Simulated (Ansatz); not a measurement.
Tuning the range parameter of LC-ωPBE so that −HOMO meets the ionisation energy; basis def2-TZVP, Ansatz. System: (AgH)3 ring (Ag₃H₃). Total charge 0; singlet. Geometry: PBE0-D4/def2-TZVP. The ionised state is a doublet.

Geometry of the singlet:

```xyz
6

Ag   -0.379    0.302   -1.495
H     1.276   -0.518   -1.497
Ag    1.365   -0.703    0.339
H     0.490   -0.391    1.935
Ag   -0.986    0.400    1.157
H    -1.766    0.909   -0.438
```

In the def2 sets Ag takes a core potential; there is no spin–orbit coupling.

```
ω (1/bohr)  HOMO (eV)  LUMO (eV)  vertical IE (eV)  HOMO + IE (eV)
      0.15      -7.76      -0.61              8.57            0.81
       0.2      -8.19      -0.24              8.64            0.45
       0.3      -8.81       0.25              8.80           -0.01
```

(1) Estimate the row for 0.1 bohr⁻¹.

(2) Where does the tuning condition hold?

Results:

(1) 
| ω (1/bohr) | HOMO (eV) | LUMO (eV) | vertical IE (eV) | HOMO + IE (eV) |
| --- | --- | --- | --- | --- |
| 0.1 | -7.23 | -1.12 | 8.52 | 1.29 |

(2) Near ω = 0.30 bohr⁻¹, by linear interpolation.
